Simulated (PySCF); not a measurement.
CH₇ClOSi₂, SMILES O([SiH2]Cl)C[SiH3].

The structure is a stationary point at PBE-D3(BJ)/def2-SVP. This is a generated structure with no PubChem entry under its InChIKey; it may be hypothetical. One conformer was computed; it need not be the lowest.

The numbers are results of PBE-D3(BJ)/def2-SVP (PySCF), not measurements.

Frequencies are harmonic and unscaled.

```tsv
mode	ν (cm⁻¹)	IR (km/mol)	moving atoms (share of kinetic energy)
1	27	0.5	Si 32 %, Cl 28 %, H 21 %, C 12 %
2	79	2.6	Si 30 %, H 28 %, Cl 16 %, O 14 %, C 12 %
3	122	0.9	H 56 %, Si 28 %, Cl 8 %
4	164	2.0	H 51 %, C 19 %, Cl 14 %, Si 14 %
5	232	4.4	O 38 %, H 35 %, C 18 %
6	305	8.3	O 57 %, Si 19 %, Cl 12 %, H 11 %
7	476	7.0	H 95 %
8	519	40.4	Si 44 %, Cl 34 %, H 15 %
9	545	36.4	H 45 %, Si 32 %, Cl 10 %, C 8 %
10	614	46.0	H 77 %, Si 16 %
11	707	19.4	H 90 %
12	715	8.9	C 42 %, H 39 %, Si 18 %
13	756	34.0	O 28 %, Si 24 %, H 24 %, C 24 %
14	833	61.5	H 66 %, C 25 %
15	863	419.8	H 83 %, Si 14 %
16	886	44.0	H 87 %, Si 12 %
17	904	43.2	H 97 %
18	914	15.4	H 96 %
19	922	130.1	H 93 %
20	1094	215.2	O 52 %, C 36 %, H 9 %
21	1220	19.3	H 85 %, C 8 %
22	1247	2.6	H 78 %, C 16 %
23	1409	2.8	H 94 %
24	2160	63.9	H 98 %
25	2172	43.2	H 96 %
26	2180	124.6	H 97 %
27	2184	106.2	H 96 %
28	2230	97.3	H 96 %
29	2943	22.8	H 94 %
30	3009	9.1	H 91 %, C 9 %
```
